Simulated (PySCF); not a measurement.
C4H13NSi, SMILES CCN[C@H](C)[SiH3].

The structure is a stationary point at B3LYP-D3(BJ)/def2-SVP. The structure was generated by enumeration; whether it is a known compound was not checked. The values are those of a single conformer.

Two levels are set side by side: TDA-PBE/def2-SVPD (PySCF) and TDA-CAM-B3LYP/def2-SVPD (PySCF). Vertical, same geometry. The lowest singlet is HOMO→LUMO 100 % with PBE and HOMO→LUMO 76 % with the other functional; states are paired by order. Differences are taken from unrounded values.

```json
[
 {"quantity": "lowest singlet excitation (eV)", "TDA-CAM-B3LYP": "5.88"},
 {"quantity": "lowest triplet excitation (TDA) (eV)", "TDA-CAM-B3LYP": "5.65"}
]
```

Question: What does TDA-PBE give, and how far is it from TDA-CAM-B3LYP? (An estimate is asked for; the answer gives what the named calculation found.)

Answer: 
```
quantity                              TDA-PBE  TDA-PBE minus TDA-CAM-B3LYP
------------------------------------  -------  ---------------------------
lowest singlet excitation (eV)           4.79                        -1.09
lowest triplet excitation (TDA) (eV)     4.68                        -0.97
```

Functionals without exact exchange tend to place singlet excitations lower, as here. Differences between two approximate levels are no errors against the true value.

Rough cost on one machine, each run with all the roots and properties that it gave: TDA-CAM-B3LYP against TDA-PBE about 5 times.
